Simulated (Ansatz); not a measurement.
`FC[CH](F)[SnH3]` and `FCC(F)F` differ in one atom or group.

Ansatz, PBE0-D4/def2-TZVP geometries, multiplicity 1. Each molecule was computed in one conformer, which needn't be the lowest.

Elements past krypton have def2 core potentials.

```json
{"property": "HOMO–LUMO gap (PBE/def2-TZVPP) / eV", "`FC[CH](F)[SnH3]`": "6.03"}
{"property": "HOMO energy (PBE/def2-TZVPP) / eV", "`FC[CH](F)[SnH3]`": "-6.85"}
{"property": "size of the dipole moment (PBE/def2-TZVPP) / D", "`FC[CH](F)[SnH3]`": "2.19"}
{"property": "size of the dipole moment (B3LYP/def2-TZVPP) / D", "`FC[CH](F)[SnH3]`": "2.46"}
{"property": "LUMO energy (B3LYP/def2-TZVPP) / eV", "`FC[CH](F)[SnH3]`": "-0.33"}
{"property": "LUMO energy (PBE0/def2-TZVPP) / eV", "`FC[CH](F)[SnH3]`": "-0.07"}
```

Problem. What does the change do to each property? (Estimate.)

Solution. Ansatz gave: 
```
                                        property  `FCC(F)F`  shift
             HOMO–LUMO gap (PBE/def2-TZVPP) / eV       8.18   2.15
               HOMO energy (PBE/def2-TZVPP) / eV      -7.94  -1.09
  size of the dipole moment (PBE/def2-TZVPP) / D       1.38  -0.81
size of the dipole moment (B3LYP/def2-TZVPP) / D       1.50  -0.96
             LUMO energy (B3LYP/def2-TZVPP) / eV       1.02   1.35
              LUMO energy (PBE0/def2-TZVPP) / eV       1.37   1.44
```

With PBE0 the HOMO falls by 1.52 eV and the LUMO rises by 1.44 eV, so the gap widens by about 2.96 eV. PBE moves the HOMO by -1.09 eV and ωB97M-V by -1.75 eV. Dipoles are sizes alone; their direction can turn.

B3LYP here is the variant with VWN-RPA as its local correlation; programs differ in this.
